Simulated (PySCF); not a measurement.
TlBr⁺: frontier orbitals

M06-L at R = 3.324 Å; PySCF, scalar-relativistic core potentials, basis sets Tl cc-pVDZ-PP with ECP60, Br cc-pVDZ-PP with ECP10. State: ²Π (doublet), unpaired electrons π ↑. Only the outer orbitals are listed, counted within each symmetry, core potentials removing the inner ones.

```tsv
spin	orbital	occ.	ε (eV)	on Tl (%)	main shells (%)
α	8σ	1	-15.54	93	93 Tl s
α	5π	1	-14.04	0	100 Br p
α	9σ	1	-12.87	11	89 Br p
α	5π	1	-12.68	1	100 Br p
α	6π	0	-7.18	100	100 Tl p
α	6π	0	-7.14	100	100 Tl p
α	10σ	0	-6.69	96	96 Tl p
β	8σ	1	-15.53	95	95 Tl s
β	9σ	1	-12.43	11	89 Br p
β	5π	1	-12.20	1	99 Br p
β	5π	0	-11.51	1	99 Br p
β	6π	0	-7.18	99	99 Tl p
β	6π	0	-7.15	99	99 Tl p
```

Question: Which are the highest filled and the lowest empty level, where do they sit, and how wide is the gap?

Answer: Highest filled β 5π at -12.20 eV (in %: 99 Br p); lowest empty β 5π at -11.51 eV (in %: 99 Br p); the gap at M06-L is 0.69 eV. Both belong to one degenerate shell, split only by its one-sided filling, so this is no excitation gap.

The bond order (Mayer) is 0.22 and the ⟨S²⟩ is 0.753. The charge on Tl (Mulliken, basis-dependent) is 0.89, the charge on Tl (Löwdin, basis-dependent) is 0.82 and the dipole moment (positive dipole points towards Br; it is taken about the centre of mass and depends on that origin) is -2.25 D.

Spin–orbit coupling is left out, which matters for elements this heavy, above all for dissociation energies. The state was picked by a PBE0 search and need not be the measured ground state.
